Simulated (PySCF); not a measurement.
## Computed properties of BH₂O₂, SMILES O[B]O

BH₂O₂, SMILES O[B]O (connectivity only; charge and spin as stated), charge +1, multiplicity 1. Coordinates come from a B3LYP-D3(BJ)/def2-TZVP optimisation. The spin state was assumed, not searched. The isomer is the one that the SMILES or the coordinates give; other isomers of the formula were not compared. One conformer was computed; it need not be the lowest. All values are computed for the isolated molecule unless a solvent is named; none is compared with measurement here.

**Structure.** The optimised structure has C2 symmetry. All 9 harmonic modes at B3LYP-D3(BJ)/def2-TZVP (PySCF) are real, so it is a minimum. With heavy atoms numbered as in [OH:1][B:2][OH:3], the shortest bond between them is O1–B2 at 1.257 Å and the longest B2–O3 at 1.257 Å.

**Vibrations.** The strongest infrared lines (harmonic, unscaled, degenerate partners summed) lie at 3746 cm⁻¹ (1043 km/mol, H 94 %), 2085 cm⁻¹ (527 km/mol, B 76 %, O 21 %), 610 cm⁻¹ (430 km/mol, H 58 %, B 22 %, O 20 %). The softest mode is at 302 cm⁻¹ and the zero-point energy is 18.7 kcal/mol.

**Electronic structure.** B3LYP/def2-TZVPD (PySCF) places the frontier levels at -17.91 and -6.82 eV, a gap of 11.09 eV and a mean polarisability of 17.5 bohr³. PBE/def2-TZVPD (PySCF) at the same geometry gives -16.44 and -7.36 eV, so its gap is 2.01 eV narrower. An orbital gap is neither the optical nor the fundamental gap.

**Excitations.** TDDFT-ωB97X/def2-SVPD (PySCF) has S1 at 10.08 eV (123 nm, f = 0.000, dark); the most intense of the 10 singlets computed lies at 12.09 eV (f = 0.16). T1 (TDA) is at 9.44 eV. TDDFT-PBE/def2-SVPD (PySCF) puts S1 at 9.28 eV. No vertical singlet excitation falls in the visible range (under 3.1 eV).

**NMR.** GIAO shifts at B3LYP/pcSseg-2 (PySCF) (non-relativistic, atoms alike by connectivity averaged): ¹H at 7.2 ppm against TMS; ¹¹B at -6.9 ppm against BF3.
